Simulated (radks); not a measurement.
Correlation energies from several functionals, in hartree. Species: B+ [He] 2s2; O+ [He] 2s2 2p3; In+ [Kr] 4d10 5s2. All-electron calculation, non-relativistic Kohn-Sham, exchange-only PBE, spin-polarised, spherical densities, point nucleus. Program: a radial shooting solver on a logarithmic mesh with Libxc functionals. Every spin shell is full or empty, so the densities are truly spherical. Functionals are evaluated on that one density, not self-consistently.

| functional | B+ | O+ | In+ |
|---|---|---|---|
| PW92 | -0.25182 | -0.45859 | -4.6134 |
| VWN5 | -0.25278 | -0.46123 | -4.6336 |
| Wigner | -0.19338 | -0.27332 | -2.5708 |
| AM05 | -0.22066 | -0.40933 | -4.2958 |
| OP (B88) | -0.11220 | -0.20828 | -2.3784 |
| TPSS | -0.092993 | -0.19231 | -2.5689 |
| revTPSS | -0.098302 | -0.20008 | -2.6003 |
| SCAN | -0.090948 | -0.18898 | -2.5678 |
| r2SCAN | -0.091192 | -0.19019 | -2.5833 |
| B95 | -0.10574 | -0.20721 | -3.1288 |
| Tao-Mo | -0.070082 | -0.16062 | -2.4793 |
